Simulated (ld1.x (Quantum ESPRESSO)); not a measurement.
The numbers below are computed, except where a source is named.
**Potentials for O (Z = 8) compared**

Generated with ld1.x 7.5 (TM, RRKJ, ultrasoft, PAW), atompaw 4.2 or ONCVPSP 4.0.1. The cutoff is in Ry: for ld1.x and atompaw files where the sum of valence levels is converged to 10 mRy in a Bessel basis, for ONCV files where the hardest occupied wave has 1 mHa per electron of residual kinetic energy. The error is the largest all-electron minus pseudo excitation energy over each file’s own four to seven test configurations (ionisations up to +4, promotions, holes and added fractions of an electron), all of which were solved. The labels leave out finer settings (local radius, basis sizes, second energies), which also bear on the numbers. Spin-polarised tests are not counted. The rows are a selection from randomly drawn settings: files with unsolved tests, undetermined cutoffs or missed reference levels are left out.

| potential | cutoff (Ry) | largest error (meV) | bound ghosts |
| --- | --- | --- | --- |
| RRKJ, PBEsol, scalar-relativistic, rc 0.95/1.85/1.45 (spd), local s, core correction no, reference 2s1 2p5 | 55 | +1081 | none |
| PAW, PBEsol, scalar-relativistic, rc 1.00/1.62 (sp), local smoothed, core correction yes, reference 2s2 2p4 | 30 | -12 | none |
| PAW, PBE, scalar-relativistic, rc 0.70/1.45/1.55 (spd), local smoothed, core correction yes, reference 2s2 2p1 | 70 | -16 | none |
| TM, BP86, non-relativistic, rc 0.60/1.20/1.15 (spd), local d, core correction no, reference 2s2 2p3 | 200 | +244 | none |
| TM, PBE, scalar-relativistic, rc 0.85/0.95 (sp), local p, core correction yes, reference 2s2 2p4 | 120 | +165 | none |
| TM, PBE, non-relativistic, rc 0.80/1.60 (sp), local p, core correction no, reference 2s2 2p4 | 80 | +789 | none |

(1) Fill in the row for O: PAW, PBE, non-relativistic, rc 0.95/2.00 (sp), local smoothed, core correction yes, reference 2s2 2p4.

(2) Fill in the row for O: TM, PBEsol, scalar-relativistic, rc 0.95/1.20 (sp), local smoothed, core correction yes, reference 2s2 2p4.

## Answers

(1) cutoff 18 Ry, largest error -47 meV, bound ghosts: none.

(2) cutoff 90 Ry, largest error +989 meV, bound ghosts: none.
